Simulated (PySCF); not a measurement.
**Choosing a basis for TDDFT**

B₂F₂H₅P.
SMILES with atom numbers: `[F:1][B:2]([F:3])[BH2-:4][PH3+:5]` (hydrogens: H6, H7 on B4; H8, H9, H10 on P5)

TDDFT with PBE0 (PySCF), vertical singlets, core orbitals frozen in the response, spherical d and f functions. Geometry: PBE0-D3(BJ)/def2-SVP, one conformer, isolated molecule.

| basis | functions | diffuse | S1 (eV) | S2 (eV) | S3 (eV) | S4 (eV) | S5 (eV) | LUMO (eV) | α (au) |
| --- | --- | --- | --- | --- | --- | --- | --- | --- | --- |
| 6-31G* | 84 | no | 7.06 | 7.39 | 7.46 | 8.04 | 8.12 | 0.56 | 48.4 |
| def2-SVP | 99 | no | 7.14 | 7.33 | 7.44 | 7.55 | 8.06 | 0.47 | 49.5 |
| 6-31+G* | 104 | yes | 6.66 | 7.06 | 7.30 | 7.36 | 7.48 | -0.53 | 54.1 |
| def2-SVPD | 150 | yes | 6.94 | 7.01 | 7.31 | 7.36 | 7.65 | -0.12 | 58.5 |
| aug-cc-pVDZ | 164 | yes | 6.59 | 6.87 | 7.18 | 7.26 | 7.34 | -0.63 | 59.1 |
| def2-TZVP | 191 | no | 6.91 | 7.18 | 7.28 | 7.33 | 7.88 | 0.08 | 56.0 |
| def2-TZVPD | 242 | yes | 6.77 | 6.84 | 7.19 | 7.25 | 7.38 | -0.40 | 59.2 |

Task: How much do these states and the polarisability depend on the basis?

Result: States are compared by their number. Against the largest diffuse basis here (def2-TZVPD, itself not a converged limit), sets without diffuse functions differ by up to 0.37 eV in S1 and 0.74 eV in S5; the smaller diffuse sets differ by up to 0.19 and 0.27 eV. State by state, the largest deviation of a set without diffuse functions is S1 0.37, S2 0.55, S3 0.27, S4 0.79, S5 0.74 eV. The same number needn't mean the same state in each row. Against def2-TZVPD the polarisability deviates by -18% in 6-31G*, -16% in def2-SVP, -9% in 6-31+G*, -1% in def2-SVPD, 0% in aug-cc-pVDZ, -5% in def2-TZVP. A single + in a Pople set puts diffuse functions on heavy atoms only.

Without π bonds the low states may be Rydberg-like; a valence basis with one diffuse set may place them up to an eV too high.
